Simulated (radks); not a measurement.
Problem. Eu V, 59 electrons, occupied as [Xe] 4f5. All-electron calculation, scalar-relativistic Kohn-Sham, LDA (Slater exchange, Perdew-Wang correlation), spin-polarised, spherical densities, finite nucleus; open shells are filled with parallel spins first (spin-orbit coupling, left out, can overturn this in heavy ions); Fermi nuclear charge, rms radius 5.1115 fm. Program: a radial shooting solver on a logarithmic mesh with Libxc functionals. Some entries of the table are withheld. Estimate them.

orbital  occ.  eigenvalue (eV)  r(max) (bohr)
1s down     1        -48368.07        0.01421
1s up       1        -48368.07        0.01421
2s up       1        -7988.425        0.08063
2s down     1        -7988.349        0.08063
2p up       3        -7127.060        0.06514
2p down     3        -7127.007        0.06514
3s up       1        -1801.171         0.2292
3s down     1        -1799.133         0.2291
3p up       3        -1533.011         0.2247
3p down     3        -1530.992         0.2246
3d up       5        -1173.093         0.1838
3d down     5        -1171.512         0.1837
4s up       1        -401.4653         0.5269
4s down     1        -396.9204         0.5267
4p up       3        -312.8151         0.5495
4p down     3        -308.3241         0.5494
4d up       5        -189.1027         0.5710
4d down     5        -184.7165         0.5708
5s up       1         -90.2862          1.197
5s down     1         -88.1288          1.206
5p up       3         -66.9815          1.336
5p down     3         -65.3341          1.350
4f up       5         -54.7219         0.5748
4f down     0         -50.7573         0.5770
5d up       0         -37.6684          1.697
5d down     0         -36.8196          1.728
6s up       0              (1)          2.685
6s down     0              (2)          2.714
6p up       0         -25.1917          3.095
6p down     0         -24.8978          3.131
5f up       0         -16.4615          3.050
5f down     0         -16.2673          3.114

Solution. 
(1) 6s up eigenvalue (eV): -31.7147
(2) 6s down eigenvalue (eV): -31.3406
